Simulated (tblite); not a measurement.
C7H10F3P.
Bonds: C1–P2, P2–C3, C3–C4 (double), C4–C5, C5–C6, C6–C7, P2–C8, C8–F9, C8–F10, C8–F11, C3–C7. Hydrogens: H12, H13, H14 on C1; H15 on C4; H16, H17 on C5; H18, H19 on C6; H20, H21 on C7.

A start from a force field or distance geometry was refined with GFN2-xTB geometry optimisation, gas phase (tblite). Values at the start:

| coordinate | start |
| --- | --- |
| C1–P2 | 1.834 Å |
| C1–H12 | 1.099 Å |
| P2–C3 | 1.809 Å |
| P2–C8 | 1.771 Å |
| C3=C4 | 1.353 Å |
| C3–C7 | 1.492 Å |
| C4–C5 | 1.501 Å |
| C4–H15 | 1.080 Å |
| C5–C6 | 1.525 Å |
| C5–H16 | 1.093 Å |
| C6–C7 | 1.534 Å |
| C6–H18 | 1.096 Å |
| C7–H20 | 1.090 Å |
| C8–F9 | 1.332 Å |
| C1–P2–C8 | 99.5° |
| P2–C3–C4 | 122.5° |
| P2–C3–C7 | 126.3° |
| P2–C8–F10 | 107.7° |
| P2–C8–F11 | 105.7° |
| C3–P2–C8 | 105.4° |
| F9–C8–F10 | 112.8° |
| F9–C8–F11 | 112.0° |
| C1–P2–C3–C4 | 63° |
| C1–P2–C8–F9 | -67° |
| P2–C3–C4–C5 | 179° |
| P2–C3–C7–C6 | -165° |

Q: How do these coordinates change at the GFN2-xTB level?

A: 
```csv
coordinate,GFN2-xTB (Å or °),change
P2–C8,1.895,+0.124
C3=C4,1.330,-0.023
C3–C7,1.508,+0.016
C5–C6,1.538,+0.013
C1–H12,1.088,-0.011
C8–F9,1.343,+0.011
C1–P2,1.844,+0.010
P2–C3,1.815,+0.006
C6–H18,1.091,-0.005
C4–H15,1.076,-0.004
C4–C5,1.497,-0.004
C6–C7,1.536,+0.002
C5–H16,1.091,-0.002
C7–H20,1.091,+0.001
C3–P2–C8,95.7,-9.7
P2–C8–F11,112.3,+6.6
F9–C8–F10,106.3,-6.5
P2–C8–F10,114.1,+6.4
P2–C3–C7,120.8,-5.5
F9–C8–F11,106.8,-5.2
C1–P2–C8,94.5,-5.0
P2–C3–C4,127.4,+4.9
C1–P2–C3–C4,29,-34
C1–P2–C8–F9,-63,+4
P2–C3–C4–C5,176,-3
P2–C3–C7–C6,-163,+2
```

The energy falls by 14.3 kcal/mol over 149 L-BFGS steps, the largest force on an atom goes from 4.13 to 0.009 eV/Å, and the atoms move by 0.606 Å rms after alignment. The bond that changes most is P2–C8 (phosphine phosphorus to CF3 carbon), which lengthens by 0.124 Å. Bonds longer at the end by more than 0.005 Å: 8 of 21; shorter: 5. Among the dihedrals that turn most is C8–P2–C3–C7, from -17° to -61°. Rotational constants go from 1811, 656.5, 555.9 to 1666, 672.2, 571.0 MHz.

Its GFN2-xTB frequencies are all real (lowest 34 cm⁻¹). The numbers are those of one conformer.

All values are computed, not measured.
